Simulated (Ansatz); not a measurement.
Cs3H2. Charge 0, multiplicity 2. Geometry PBE-D4/def2-TZVP.

Cartesian coordinates in Å:
```
Cs -1.649 1.593 0.921
Cs 3.133 0.491 -0.440
Cs -0.548 -2.975 -1.021
H 1.015 1.838 0.505
H -1.951 -0.948 0.035
```

In the def2 sets Cs takes a core potential; there is no spin–orbit coupling. HSE06 is defined as in plane-wave codes, on full-range PBE exchange. Another isomer (doublet) lies 0.16 eV lower at PBE0-D4/def2-TZVP; other spin states weren't run for this one.

Problem. Estimate the α-spin orbital energies around the gap (eV) in Ansatz with PBE-D4/def2-TZVP, r2SCAN-D4/def2-TZVP, PBE0-D4/def2-TZVP, HSE06-D4/def2-TZVP, ωB97X-V/def2-TZVP.

Solution. 
```json
{"orbital": "HOMO−9", "PBE-D4/def2-TZVP": "-12.75", "r2SCAN-D4/def2-TZVP": "-13.19", "PBE0-D4/def2-TZVP": "-14.17", "HSE06-D4/def2-TZVP": "-13.77", "ωB97X-V/def2-TZVP": "-16.69"}
{"orbital": "HOMO−8", "PBE-D4/def2-TZVP": "-12.70", "r2SCAN-D4/def2-TZVP": "-13.13", "PBE0-D4/def2-TZVP": "-14.12", "HSE06-D4/def2-TZVP": "-13.72", "ωB97X-V/def2-TZVP": "-16.64"}
{"orbital": "HOMO−7", "PBE-D4/def2-TZVP": "-12.54", "r2SCAN-D4/def2-TZVP": "-12.96", "PBE0-D4/def2-TZVP": "-13.98", "HSE06-D4/def2-TZVP": "-13.57", "ωB97X-V/def2-TZVP": "-16.54"}
{"orbital": "HOMO−6", "PBE-D4/def2-TZVP": "-12.53", "r2SCAN-D4/def2-TZVP": "-12.95", "PBE0-D4/def2-TZVP": "-13.97", "HSE06-D4/def2-TZVP": "-13.56", "ωB97X-V/def2-TZVP": "-16.52"}
{"orbital": "HOMO−5", "PBE-D4/def2-TZVP": "-12.35", "r2SCAN-D4/def2-TZVP": "-12.77", "PBE0-D4/def2-TZVP": "-13.75", "HSE06-D4/def2-TZVP": "-13.34", "ωB97X-V/def2-TZVP": "-16.25"}
{"orbital": "HOMO−4", "PBE-D4/def2-TZVP": "-12.19", "r2SCAN-D4/def2-TZVP": "-12.59", "PBE0-D4/def2-TZVP": "-13.59", "HSE06-D4/def2-TZVP": "-13.18", "ωB97X-V/def2-TZVP": "-16.11"}
{"orbital": "HOMO−3", "PBE-D4/def2-TZVP": "-12.08", "r2SCAN-D4/def2-TZVP": "-12.48", "PBE0-D4/def2-TZVP": "-13.49", "HSE06-D4/def2-TZVP": "-13.08", "ωB97X-V/def2-TZVP": "-16.02"}
{"orbital": "HOMO−2", "PBE-D4/def2-TZVP": "-3.69", "r2SCAN-D4/def2-TZVP": "-3.75", "PBE0-D4/def2-TZVP": "-4.65", "HSE06-D4/def2-TZVP": "-4.26", "ωB97X-V/def2-TZVP": "-6.93"}
{"orbital": "HOMO−1", "PBE-D4/def2-TZVP": "-3.45", "r2SCAN-D4/def2-TZVP": "-3.54", "PBE0-D4/def2-TZVP": "-4.41", "HSE06-D4/def2-TZVP": "-4.03", "ωB97X-V/def2-TZVP": "-6.64"}
{"orbital": "HOMO", "PBE-D4/def2-TZVP": "-1.82", "r2SCAN-D4/def2-TZVP": "-1.77", "PBE0-D4/def2-TZVP": "-2.16", "HSE06-D4/def2-TZVP": "-1.87", "ωB97X-V/def2-TZVP": "-3.15"}
{"orbital": "LUMO", "PBE-D4/def2-TZVP": "-1.05", "r2SCAN-D4/def2-TZVP": "-0.85", "PBE0-D4/def2-TZVP": "-0.68", "HSE06-D4/def2-TZVP": "-0.96", "ωB97X-V/def2-TZVP": "0.23"}
{"orbital": "LUMO+1", "PBE-D4/def2-TZVP": "-0.78", "r2SCAN-D4/def2-TZVP": "-0.70", "PBE0-D4/def2-TZVP": "-0.43", "HSE06-D4/def2-TZVP": "-0.70", "ωB97X-V/def2-TZVP": "0.41"}
{"orbital": "LUMO+2", "PBE-D4/def2-TZVP": "-0.77", "r2SCAN-D4/def2-TZVP": "-0.36", "PBE0-D4/def2-TZVP": "-0.36", "HSE06-D4/def2-TZVP": "-0.61", "ωB97X-V/def2-TZVP": "0.57"}
{"orbital": "LUMO+3", "PBE-D4/def2-TZVP": "-0.53", "r2SCAN-D4/def2-TZVP": "-0.21", "PBE0-D4/def2-TZVP": "-0.16", "HSE06-D4/def2-TZVP": "-0.44", "ωB97X-V/def2-TZVP": "0.70"}
{"orbital": "LUMO+4", "PBE-D4/def2-TZVP": "-0.36", "r2SCAN-D4/def2-TZVP": "-0.14", "PBE0-D4/def2-TZVP": "-0.01", "HSE06-D4/def2-TZVP": "-0.27", "ωB97X-V/def2-TZVP": "0.93"}
{"orbital": "LUMO+5", "PBE-D4/def2-TZVP": "-0.17", "r2SCAN-D4/def2-TZVP": "0.13", "PBE0-D4/def2-TZVP": "0.17", "HSE06-D4/def2-TZVP": "-0.09", "ωB97X-V/def2-TZVP": "0.97"}
{"orbital": "β HOMO", "PBE-D4/def2-TZVP": "-3.40", "r2SCAN-D4/def2-TZVP": "-3.49", "PBE0-D4/def2-TZVP": "-4.35", "HSE06-D4/def2-TZVP": "-3.96", "ωB97X-V/def2-TZVP": "-6.57"}
{"orbital": "β LUMO", "PBE-D4/def2-TZVP": "-1.38", "r2SCAN-D4/def2-TZVP": "-1.07", "PBE0-D4/def2-TZVP": "-0.85", "HSE06-D4/def2-TZVP": "-1.15", "ωB97X-V/def2-TZVP": "0.45"}
```
